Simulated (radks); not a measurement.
Problem. The mean radii <r> (bohr) of the occupied orbitals of an atom or ion are listed with their occupations. All-electron calculation, scalar-relativistic Kohn-Sham, PBE, spin-unpolarised, spherical densities, point nucleus. Program: a radial shooting solver on a logarithmic mesh with Libxc functionals.

orbital  occ.      <r>
1s          2  0.02827
2s          1   0.1150

Name the element and its charge.

Solution. Z = 51, antimony, charge +48: Sb48+ in [He] 2s1. The 1s radius gives Z: for a bare nucleus <r> = (2 gamma + 1)/(2Z) with gamma = sqrt(1 - (Z/c)^2), 0.028 bohr for Z = 51, and screening makes it slightly larger (0.02827 here). The occupations add up to 3, and the charge is Z minus that.
